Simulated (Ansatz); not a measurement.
Consider the ligand exchange at a Ge–S bond: `CS[S][GeH3]` + `CC(O)=S` → `CC(=S)[O][GeH3]` + `CSS`.

Gas-phase electronic energies from Ansatz, PBE0-D4/def2-TZVP geometries. CBS: MP2 limit from def2 TZ/QZ plus the TZ coupled-cluster correction, frozen cores. Functionals use def2-TZVPP. For Ge outer-core shells are correlated without core-valence functions, which leaves a few kJ/mol of doubt a bond. Scalar relativity is left out up to krypton. Each species was taken in one conformer, which may not be the lowest.

```tsv
level	ΔE (kJ/mol)	difference from CCSD(T)/CBS
r2SCANh-D4	55.8	4.8
r2SCAN0-D4	56.7	5.7
ωB97M-V	52.1	1.1
PBE	59.2	8.2
BLYP	48.7	-2.3
r2SCAN0	56.8	5.8
HF/def2-TZVPP	44.1	-6.9
MP2/def2-TZVPP	51.1	0.1
MP2/def2-QZVPP	52.0	1.0
MP2/CBS(def2)	54.0	3.0
CCSD(T)/CBS	51.0	0
```

Task: What do rigid-rotor, harmonic-oscillator terms from PBE0-D4/def2-TZVP frequencies (298.15 K, 1 bar) make of the CCSD(T)/CBS value? (Best estimate.)

Result: Ansatz gave: ΔZPE = -8.2 kJ/mol, ΔH = +42.8 kJ/mol, ΔS = -1 J/(mol·K), ΔG = +43.1 kJ/mol.

Largest T1 diagnostic among the species: 0.017.

In def2-TZVPP, CCSD(T) changes the Hartree–Fock value by +4.0 kJ/mol (the triples alone add +1.2 kJ/mol) and MP2 by +7.0 kJ/mol. Leaving LDA and LC-ωPBE aside and taking each functional with its dispersion term where it has one, the values, not all of them listed here, spread over 14.0 kJ/mol, from CAM-B3LYP-D4 to HSE06-D4.
